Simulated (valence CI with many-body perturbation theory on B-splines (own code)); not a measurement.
# Sc⁸⁺ in brief

Computed by configuration interaction combined with many-body perturbation theory (CI+MBPT): three valence electrons over a frozen Dirac-Fock core [Ne], a basis of 11 s, 11 p, 9 d, 7 f, 5 g, 2 h, 1 i functions for each j, with the one-electron correlation potential Σ1, the two-electron term Σ2, the three-electron term Σ3, Breit, model QED; selected CI, second order for the rest, scaled by the run's own slope (own B-spline code, finite nucleus).

No measured spectrum was set against this ion. As an estimate, levels of excited configurations hold to 0.05 to 0.15 % of their energy, terms of the ground configuration to about 0.5 %.

Rates and lifetimes use the calculated energies. Strong lines usually hold to 10 to 20 %, long lifetimes can be off by a factor of two.

**Question.** What is the ground level?

**Answer.** 3s2 3p 2P°_1/2, composition 96 % 3s2 3p 2P°, g = 0.665.

**Question.** How well does LS coupling describe the low levels?

**Answer.** Among the lowest 20 levels the leading LS term, summed over configurations, holds 99 % on average. For single configurations the figures are 90 % in LS and 64 % in jj coupling. Terms hardly mix: every one of these levels is at least 95 % one term.

**Question.** Name the longest-lived excited levels whose lifetime is computed, and their main decay.

**Answer.** 3s2 3p 2P°_3/2 at 5769 cm⁻¹ lives 576 ms, mostly by M1 to 3s2 3p 2P°_1/2; 3s 3p2 4P_3/2 at 147090 cm⁻¹ lives 1.30 μs, mostly by E1 to 3s2 3p 2P°_3/2; 3s 3p2 4P_5/2 at 150220 cm⁻¹ lives 429 ns, mostly by E1 to 3s2 3p 2P°_3/2. The lifetime of 3s 3p 3d 4F°_9/2 is too uncertain to give, and may be longer.

**Question.** What is the ionisation energy?

**Answer.** 180.75 eV; NIST lists 180.03 ± 0.12 eV (measured).

**Question.** What are the static dipole polarisabilities of the lowest levels?

**Answer.** 3s2 3p 2P°_1/2 0.945; 3s2 3p 2P°_3/2 0.950 (tensor 0.081) bohr³, of which the core gives 0.0164.
